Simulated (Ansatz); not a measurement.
`CC(C)CC(C)C` + `C[Si]O` → `CC[Si]O` + `CCCC(C)C`  (formal exchange of groups at a C–C bond)

Program: Ansatz. Geometries: PBE0-D4/def2-TZVP. ΔE: electronic, gas phase. CCSD(T)/CBS adds triple-zeta CCSD(T) − MP2 to the extrapolated MP2 energy (def2 sets, frozen cores). This one scheme is used for every species. Functionals use def2-TZVPP. Each species was taken in one conformer, which may not be the lowest.

`CC(C)CC(C)C`:

```xyz
23

C     0.567    1.271    1.602
C     0.476    1.213    0.084
C     0.118    2.580   -0.482
C    -0.531    0.171   -0.395
C    -0.297   -1.271    0.049
C     1.063   -1.795   -0.390
C    -1.410   -2.164   -0.479
H     1.262    2.052    1.923
H    -0.411    1.498    2.040
H     0.912    0.327    2.031
H     1.465    0.942   -0.306
H     0.851    3.336   -0.189
H    -0.860    2.906   -0.115
H     0.073    2.559   -1.574
H    -1.531    0.481   -0.062
H    -0.560    0.192   -1.493
H    -0.337   -1.304    1.145
H     1.886   -1.227    0.049
H     1.164   -1.741   -1.479
H     1.191   -2.841   -0.098
H    -2.392   -1.813   -0.150
H    -1.289   -3.195   -0.136
H    -1.411   -2.176   -1.574
```

`C[Si]O`:

Cartesian coordinates in Å:
```
C 0.318 0.685 0.368
Si 0.608 -0.349 -1.206
O -0.552 -1.516 -1.017
H -0.710 1.070 0.389
H 0.999 1.536 0.441
H 0.454 0.064 1.263
H -1.119 -1.491 -0.240
```

`CC[Si]O`:

Cartesian coordinates in Å:
```
C -0.559 -0.683 0.466
C 0.822 -0.382 -0.095
Si 1.161 1.316 -0.911
O -0.307 2.067 -0.780
H -1.331 -0.630 -0.309
H -0.623 -1.684 0.902
H -0.835 0.021 1.258
H 1.595 -0.490 0.681
H 1.109 -1.128 -0.852
H -1.032 1.592 -0.359
```

`CCCC(C)C`:

Cartesian coordinates in Å:
```
C 2.113 0.415 -1.016
C 1.080 -0.694 -1.143
C -0.349 -0.244 -0.862
C -0.611 0.332 0.528
C -2.059 0.785 0.641
C -0.272 -0.658 1.634
H 3.106 0.064 -1.305
H 2.184 0.790 0.007
H 1.860 1.263 -1.660
H 1.347 -1.521 -0.478
H 1.118 -1.105 -2.157
H -1.027 -1.093 -1.016
H -0.633 0.509 -1.608
H 0.024 1.216 0.659
H -2.260 1.242 1.613
H -2.309 1.516 -0.133
H -2.740 -0.065 0.527
H -0.501 -0.239 2.617
H 0.785 -0.933 1.631
H -0.856 -1.578 1.521
```

```json
{"level": "PBE", "ΔE (kcal/mol)": "2.6"}
{"level": "MP2/def2-TZVPP", "ΔE (kcal/mol)": "4.6"}
```

Q: What does CCSD(T)/CBS give? (An estimate is asked.)

A: Ansatz gave: +4.2 kcal/mol. The listed levels differ from it by -1.6, 0.4 kcal/mol.

Largest T1 diagnostic among the species: 0.014.

In def2-TZVPP, CCSD(T) changes the Hartree–Fock value by +0.9 kcal/mol (the triples alone add +0.1 kcal/mol) and MP2 by +1.2 kcal/mol.
